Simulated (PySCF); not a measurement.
## Computed properties of Al(H)(Me)(PH2) (CH6AlP), SMILES [CH3][AlH][PH2]

CH6AlP, SMILES [PH2][AlH][CH3]. Geometry: B3LYP-D3(BJ)/def2-SVP. One conformer was computed; it need not be the lowest. All values are computed for the isolated molecule unless a solvent is named; none is compared with measurement here.

**Structure.** All 21 harmonic modes at B3LYP-D3(BJ)/def2-SVP (PySCF) are real, so it is a minimum. With heavy atoms numbered as in [AlH:1]([CH3:3])[PH2:7], the shortest bond between them is Al1–C3 at 1.960 Å and the longest Al1–P7 at 2.340 Å.

**Vibrations.** The strongest infrared lines (harmonic, unscaled, degenerate partners summed) lie at 765 cm⁻¹ (233 km/mol, H 79 %, C 13 %, Al 8 %), 1912 cm⁻¹ (218 km/mol, H 97 %), 660 cm⁻¹ (71 km/mol, H 74 %, C 14 %, Al 10 %). The softest mode is at 44 cm⁻¹ and the zero-point energy is 36.9 kcal/mol.

**Electronic structure.** r2SCAN/def2-TZVPD (PySCF) places the frontier levels at -6.21 and -1.71 eV, a gap of 4.50 eV, and gives a dipole moment of 1.20 D and a mean polarisability of 74.2 bohr³.

**Excitations.** TDA-ωB97X/def2-SVPD (PySCF) has S1 at 5.07 eV (244 nm, f = 0.030, weak); the most intense of the 10 singlets computed lies at 8.22 eV (f = 0.26). T1 (TDA) is at 4.46 eV, 0.61 eV under S1. No vertical singlet excitation falls in the visible range (under 3.1 eV).

**NMR.** GIAO shifts at HF/pcSseg-1 (PySCF) (non-relativistic, atoms alike by connectivity averaged): ¹³C at -3.2 ppm against TMS; ¹H from 0.3 to 5.4 ppm against TMS.
